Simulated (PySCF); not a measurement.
## Structure elucidation problem

Molecular formula: C$_{7}$H$_{4}$F$_{4}$. Simulated spectra:

1H NMR (400 MHz, computed): δ 7.82 (m, 1H), 7.80 (m, 1H), 7.75 (m, 1H), 7.56 (m, 1H).

13C{1H} NMR (computed): δ 172.8, 140.0, 136.4, 132.9, 127.2, 124.8, 120.0.

PySCF 2.14.0 with density-fitted response routines calculation with shielding tensors at PBE0/pcSseg-1 (GIAO) and GFN2-xTB geometry; non-relativistic, in vacuum, rapidly exchanging positions averaged, one conformer.

Shifts are taken against calculated references (same method and geometry level): 1H (σref 31.72) and 13C (σref 186.93) against TMS.

**Question.** Which candidate is it?
A. FCCC#CC#CC(F)(F)F
B. Fc1ccc(C(F)(F)F)cc1
C. Fc1cccc(C(F)(F)F)c1

**Answer.** C. 

1. Rings plus π bonds: 4 (1 ring in the answer).
2. 7 carbon signals for 7 carbons: no two carbons are equivalent.
3. Carbon types of the structure: 3 × C, 4 × CH, which accounts for all hydrogens.
4. δC 172.8: aromatic carbon bearing fluorine; an ipso carbon deshielded by its heteroatom.
5. δC 140.0: substituted aromatic carbon.
6. δC 136.4, 127.2, 124.8, 120.0: aromatic CH.
7. δC 132.9: CF3 carbon; 3 electronegative neighbours deshield it.
8. δH 7.82, 7.80, 7.75, 7.56: hydrogen on an aromatic CH; aromatic region.

The others: FCCC#CC#CC(F)(F)F would give 2 signals for carbon-bound and other non-exchanging H, not 4; Fc1ccc(C(F)(F)F)cc1 would give 5 carbon signals, not 7.

Splittings by 19F in the carbon and heteronuclear signals aren't shown, as no couplings were computed. Shifts are as computed. Against solution values, carbons near 30 ppm lie about +3 ppm off and those near 130 ppm about +5 ppm. Of 1211 compounds with measured shifts, 218 miss one by over three times the rms of a fit or turn the order of signals round; such compounds aren't used in these exercises. Multiplicities follow the n + 1 count of equivalent neighbours, as no J values were calculated; m marks all less simple cases, F and P coupling included.
